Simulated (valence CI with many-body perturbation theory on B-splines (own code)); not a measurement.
# E1 line list for Pb+

Level of theory: valence CI with perturbative core correlation (CI+MBPT): three valence electrons over a frozen Dirac-Fock core [Xe] 4f14 5d10, radial functions for each j: 11 s, 11 p, 9 d, 7 f, 5 g, 2 h, 1 i, with the one-electron correlation potential Σ1 (screened to all orders), the two-electron term Σ2, the three-electron term Σ3, Breit, model QED; selected single and double excitations, second order for the rest (own B-spline code, finite nucleus).

Against 15 measured levels this calculation errs by 201 cm⁻¹ on average and by 622 at most. These come from a selection out of the NIST Handbook of Basic Atomic Spectroscopic Data. Levels without a partner in it may be off by more.

Lines 51 to 72 of 72 in falling wavelength, among levels below 101947 cm⁻¹, chosen from the strongest by gf and those to the six lowest levels. Wavelengths and rates use the calculated energies, so an error of 200 cm⁻¹ moves a line at 233.2 nm by 0.47 % and its rate by three times that or more. Electric multipoles are in the length gauge, E1 and E2 with the static RPA response of the core. Weak lines are less certain than strong ones. Lines between different terms over intervals too small for the method are left out, as are lines whose strength nearly cancels. Where a level lies close to another of its J and parity, the split of strength between their lines is uncertain. The highest levels of a list are the least certain.

Names give the largest LS component (configuration and term), which can be under half, so a name can repeat, a term be missing and a line seem to break the LS rules; names also repeat where a configuration has a term twice.

| λ vac (nm) | λ from measured levels | Upper | Lower | A (s⁻¹) | log gf | Branch % |
| --- | --- | --- | --- | --- | --- | --- |
| 266.4 |  | 6s2 8p 2P°_1/2 | 6s 6p2 4P_1/2 | 5.50e+04 | -3.93 | 0.3 |
| 258.6 |  | 6s2 8p 2P°_3/2 | 6s 6p2 4P_1/2 | 8.94e+04 | -3.45 | 0.3 |
| 233.2 | 228.2 | 6s 6p2 4P_1/2 | 6s2 6p 2P°_3/2 | 1.16e+06 | -2.72 | 2.8 |
| 220.2 | 220.4 | 6s2 7s 2S_1/2 | 6s2 6p 2P°_3/2 | 5.04e+08 | -0.14 | 58.3 |
| 194.7 | 192.1 | 6s 6p2 4P_3/2 | 6s2 6p 2P°_3/2 | 3.33e+05 | -3.12 | 7.4 |
| 183.2 | 182.2 | 6s2 6d 2D_5/2 | 6s2 6p 2P°_3/2 | 1.93e+08 | -0.23 | 100.0 |
| 179.9 | 179.7 | 6s2 6d 2D_3/2 | 6s2 6p 2P°_3/2 | 1.32e+08 | -0.59 | 22.6 |
| 174.6 | 172.7 | 6s 6p2 4P_1/2 | 6s2 6p 2P°_1/2 | 4.07e+07 | -1.43 | 97.2 |
| 167.8 | 167.2 | 6s 6p2 4P_5/2 | 6s2 6p 2P°_3/2 | 6.17e+08 | 0.19 | 100.0 |
| 167.1 | 168.2 | 6s2 7s 2S_1/2 | 6s2 6p 2P°_1/2 | 3.61e+08 | -0.52 | 41.7 |
| 152.1 | 151.2 | 6s 6p2 4P_3/2 | 6s2 6p 2P°_1/2 | 4.18e+06 | -2.24 | 92.6 |
| 142.9 | 143.4 | 6s2 6d 2D_3/2 | 6s2 6p 2P°_1/2 | 4.53e+08 | -0.26 | 77.4 |
| 134.5 |  | 6s 6p2 2P_1/2 | 6s2 6p 2P°_3/2 | 3.93e+07 | -1.67 | 1.2 |
| 134.0 | 133.2 | 6s2 8s 2S_1/2 | 6s2 6p 2P°_3/2 | 2.48e+08 | -0.88 | 39.2 |
| 133.8 | 133.5 | 6s 6p2 2D_5/2 | 6s2 6p 2P°_3/2 | 6.32e+08 | 0.01 | 97.5 |
| 125.0 | 124.7 | 6s2 7d 2D_3/2 | 6s2 6p 2P°_3/2 | 1.30e+06 | -2.91 | 0.1 |
| 123.3 | 123.1 | 6s2 7d 2D_5/2 | 6s2 6p 2P°_3/2 | 9.27e+08 | 0.10 | 91.9 |
| 120.3 |  | 6s 6p2 2D_3/2 | 6s2 6p 2P°_1/2 | 2.04e+09 | 0.25 | 99.8 |
| 112.7 |  | 6s 6p2 2P_1/2 | 6s2 6p 2P°_1/2 | 3.18e+09 | 0.08 | 98.1 |
| 112.3 | 112.1 | 6s2 8s 2S_1/2 | 6s2 6p 2P°_1/2 | 3.13e+08 | -0.93 | 49.5 |
| 105.9 | 106.1 | 6s2 7d 2D_3/2 | 6s2 6p 2P°_1/2 | 9.01e+08 | -0.22 | 89.4 |
| 98.81 |  | 6s2 9s 2S_1/2 | 6s2 6p 2P°_1/2 | 8.04e+07 | -1.63 | 57.4 |

Task: How does gf follow from A for the line at 179.9 nm?

Result: gf = 1.4992 × (2J+1)_upper × A / σ², with σ = 55579 cm⁻¹ and 2J+1 = 4: gf = 0.257.
